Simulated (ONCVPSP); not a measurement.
What the settings do to the ONCV potential of ytterbium

Base potential:

- Element: ytterbium
- Generator: ONCVPSP 4.0.1
- Type: optimised norm-conserving Vanderbilt (ONCV)
- Functional: LDA (Perdew-Zunger)
- Relativity: scalar-relativistic
- Frozen core: [Kr] 4d10 4f13
- Valence charge: 11
- Reference configuration: 5s2 5p6 5d1 6s2
- Partial waves: 5s+6s: rc 1.95 bohr, ncon 3, nbas 7, qcut 4.7 1/bohr, 3 projectors, debl 2 Ha; 5p: rc 1.50 bohr, ncon 5, nbas 9, qcut 6.5 1/bohr, 2 projectors, debl 1.2 Ha; 5d: rc 2.25 bohr, ncon 4, nbas 7, qcut 4.3 1/bohr, 2 projectors, debl 3.3 Ha
- Local potential: polynomial inside 1.15 bohr (lpopt 5, dvloc0 1 Ha)
- Core correction: none

Cutoffs, loose and tight: the cutoffs (Ha) at which the residual kinetic energy of the hardest occupied pseudo-wave falls to 1 and 0.1 mHa per electron. They do not see the model core or the augmentation charge, which bear on the density cutoff. Test errors are all-electron minus pseudo excitation energies from the reference, over the configurations 5s2 5p6 5d1 6s1; 5s2 5p6 5d1 6s0; 5s2 5p6 5d0 6s0; 5s2 5p6 5d1 6s0 6p1. A dash means not determined; rows that change the core or the reference have their own tests. The largest error is taken over the tests solved by every variant that gives reliable tests at all: 5s2 5p6 5d1 6s0; 5s2 5p6 5d1 6s0 6p1; 5s2 5p6 5d1 6s1.

A true bound ghost makes a file unfit for plane-wave use even where its test errors are small: the radial tests pick states by their node count and pass the ghost by.

```
    change    outcome  cutoff, loose  cutoff, tight  bound ghosts  GHOST(+) flags above zero  largest test error (meV)
      base  generated          32 Ha         103 Ha             d                          s                      +9.3
d: rc 1.58  generated          32 Ha         103 Ha          none                          s                      +9.6
d: rc 1.88  generated          32 Ha         103 Ha          none                          s                      +9.5
d: rc 2.04  generated          32 Ha         103 Ha          none                          s                      +9.4
d: rc 2.24  generated          32 Ha         103 Ha             d                          s                      +9.3
d: rc 2.58  generated          32 Ha         103 Ha          none                       s, d                      +8.5
d: rc 2.72  generated          32 Ha         103 Ha          none                       s, d                      +7.8
 d: rc 3.3  generated          32 Ha         103 Ha          none                          s                      -3.8
```

Task: What comes out with this change to the base: d: rc 3.04?

Result: outcome: generated; cutoff, loose: 32 Ha; cutoff, tight: 103 Ha; bound ghosts: none; GHOST(+) flags above zero: s, d; largest test error (meV): +4.4.

Reading the sweep of the d radius (base included, trends over the rows without a ghost): The loose cutoff stays near 32 Ha. Bound ghosts are found at 2.24, 2.25 bohr.
